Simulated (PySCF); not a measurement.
Cl5Si2, multiplicity 2. Atoms are numbered in the order given.

```xyz
7

Cl     2.2190     0.0405    -1.6965
Si     1.3145    -0.7346     0.0000
Cl     2.2190     0.0405     1.6965
Si    -0.9204    -0.0114     0.0000
Cl    -1.0671     2.0406     0.0000
Cl    -1.8476    -0.7536     1.6788
Cl    -1.8476    -0.7536    -1.6788
```
Charge 0, spin multiplicity 2.

Coordinates come from a r2SCAN-D4/def2-SVP optimisation. The isomer is the one that the SMILES or the coordinates give; other isomers of the formula were not compared. Other conformers were not sampled.

All values below come from PBE/def2-TZVP (PySCF).

Atomic charges (e):

| atom | Löwdin | Mulliken | Mulliken spin |
|---|---|---|---|
| Cl1 | 0.25 | -0.16 | 0.08 |
| Si2 | -0.46 | 0.31 | 0.68 |
| Cl3 | 0.25 | -0.16 | 0.08 |
| Si4 | -0.90 | 0.48 | 0.11 |
| Cl5 | 0.28 | -0.15 | 0.04 |
| Cl6 | 0.28 | -0.16 | 0.01 |
| Cl7 | 0.28 | -0.16 | 0.01 |

Computed Mayer and Wiberg (Löwdin basis) orders of the bonds:
```
bond     Mayer  Wiberg
-------  -----  ------
Cl1–Si2   1.20    1.92
Si2–Cl3   1.20    1.92
Si2–Si4   0.85    1.13
Si4–Cl5   1.21    1.87
Si4–Cl6   1.20    1.87
Si4–Cl7   1.20    1.87
```
